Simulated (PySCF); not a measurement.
## Nuclear quadrupole coupling in `CCO[C@@H]1C[C@@]1(Cl)CO[SiH3]`

Compound: C6H13ClO2Si.
Geometry (GFN2-xTB, Å), atoms numbered from 1 in this order:
```
atom  x, y, z in Å
C1    -3.6880    0.5486    1.1393
C2    -2.1752    0.5101    1.0096
O3    -1.8522    0.4339   -0.3708
C4    -0.4970    0.3524   -0.6186
C5    -0.0602   -0.2998   -1.8973
C6     0.2122   -0.9799   -0.5888
Cl7   -0.7294   -2.4147   -0.2142
C8     1.6217   -1.0980   -0.0470
O9     2.3284    0.0657   -0.3219
Si10   3.8925    0.3915   -0.0243
H11   -3.9694    0.6182    2.1861
H12   -4.0835    1.4064    0.6030
H13   -4.1142   -0.3545    0.7121
H14   -1.7683   -0.3622    1.5390
H15   -1.7233    1.4166    1.4417
H16    0.0861    1.1978   -0.2519
H17    0.7782    0.1229   -2.4282
H18   -0.8401   -0.7145   -2.5167
H19    2.1168   -1.9647   -0.5062
H20    1.5822   -1.2705    1.0377
H21    4.7633   -0.5617   -0.7173
H22    4.1814    0.3142    1.4107
H23    3.9331    1.7383   -0.5663
```

Field gradients from the PBE0/pcSseg-1 density (PySCF, non-relativistic), principal values in atomic units, ordered |Vxx| ≤ |Vyy| ≤ |Vzz|:

```
atom      Vxx      Vyy      Vzz
  O3   0.0046   1.9826  -1.9872
 Cl7  -1.9494  -2.0155   3.9649
  O9  -0.4824  -1.2236   1.7060
```

Find the asymmetry η = (Vxx − Vyy)/Vzz and the couplings χ = eQV/h (234.96 MHz × Q in barn × V in au), with Q(17O) = −0.0256 b, Q(35Cl) = −0.0817 b.

```json
{"atom": "O3", "environment": "ether oxygen", "nucleus": "17O", "η": "1.00", "χzz (MHz)": "11.95", "χxx (MHz)": "-0.03", "χyy (MHz)": "-11.93"}
{"atom": "Cl7", "environment": "alkyl chlorine", "nucleus": "35Cl", "η": "0.02", "χzz (MHz)": "-76.11", "χxx (MHz)": "37.42", "χyy (MHz)": "38.69"}
{"atom": "O9", "environment": "silyl ether oxygen", "nucleus": "17O", "η": "0.43", "χzz (MHz)": "-10.26", "χxx (MHz)": "2.90", "χyy (MHz)": "7.36"}
```

The gradient is axial or nearly so (η below 0.05) at Cl7. At O3 η is above 0.9: Vyy and Vzz are nearly equal in size and opposite in sign, so a small change could swap them and flip the sign of χzz. The tensor is traceless: Vxx + Vyy + Vzz = 0.

What is Vzz at O9 in SI units (1 au = 9.71736 × 10²¹ V/m²)?

1.7060 au = 16.578 × 10²¹ V/m².

And the gradient at the other heavy atoms, for which no coupling is worked out here?

```json
{"atom": "C1", "environment": "methyl carbon", "Vzz (au)": "0.070", "η": "0.44"}
{"atom": "C2", "environment": "sp3 carbon bound to oxygen", "Vzz (au)": "0.394", "η": "0.11"}
{"atom": "C4", "environment": "sp3 carbon bound to oxygen", "Vzz (au)": "0.335", "η": "0.47"}
{"atom": "C5", "environment": "three-membered-ring carbon", "Vzz (au)": "0.194", "η": "0.20"}
{"atom": "C6", "environment": "sp3 C–Cl carbon", "Vzz (au)": "0.470", "η": "0.73"}
{"atom": "C8", "environment": "sp3 carbon bound to oxygen", "Vzz (au)": "0.370", "η": "0.36"}
{"atom": "Si10", "environment": "oxygen-bound silicon", "Vzz (au)": "0.548", "η": "0.21"}
```

What couplings would deuterons (Q(2H) = 0.00286 b) have in place of the hydrogens, at this geometry?

```csv
atom,bonded to,bond length (Å),Vzz (au),η,χzz (kHz)
H11,C1,1.086,0.3180,0.03,214
H12,C1,1.086,0.3166,0.02,213
H13,C1,1.086,0.3160,0.02,212
H14,C2,1.099,0.2819,0.07,189
H15,C2,1.101,0.2810,0.08,189
H16,C4,1.090,0.3004,0.10,202
H17,C5,1.079,0.3311,0.04,223
H18,C5,1.079,0.3301,0.06,222
H19,C8,1.099,0.2816,0.08,189
H20,C8,1.099,0.2815,0.07,189
H21,Si10,1.465,0.1573,0.04,106
H22,Si10,1.466,0.1570,0.04,105
H23,Si10,1.452,0.1688,0.02,113
```

The structure is a single GFN2-xTB conformer in the gas phase; no vibrational or solvent corrections. GFN2-xTB bond lengths can be off by several hundredths of an ångström, more for odd bonds, and the gradients follow them. These gradients aren't converged with respect to the basis.
